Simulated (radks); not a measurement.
Initial-state core-level shifts of the rhodium ion Rh3+ when its valence configuration changes from [Kr] 4d6. Calculated with a radial shooting solver on a logarithmic mesh with Libxc functionals: scalar-relativistic Kohn-Sham, PBEsol, spin-polarised, spherical densities, finite nucleus; open shells are filled with parallel spins first (spin-orbit coupling, left out, can overturn this in heavy ions); Fermi nuclear charge, rms radius 4.4945 fm. Shifts are changes of the shell-averaged eigenvalues in eV (positive: less bound); the change of the density at the nucleus, which sets a Mossbauer isomer shift, is in e/bohr^3, on a base of 1.236e+05.

valence	2p	3s	3d	4p	density at nucleus
4d5 5s1	-5.901	-5.694	-5.738	-4.543	+39.97
4d4 5s2	-12.565	-12.064	-12.162	-9.731	+80.87
4d5 5p1	-7.049	-6.870	-6.911	-5.685	+5.12
4d4 5s1 5p1	-13.564	-13.085	-13.183	-10.647	+47.78
4d3 5s1 5p2	-21.482	-20.661	-20.824	-16.715	+56.61
4d5.5 5s0.5	-2.917	-2.820	-2.841	-2.273	+19.25
4d5.5 5p0.5	-3.498	-3.415	-3.435	-2.856	+2.44
4d4.5 5s1.5	-9.202	-8.856	-8.926	-7.146	+59.61
4d4 5p2	-14.680	-14.227	-14.323	-11.738	+10.71
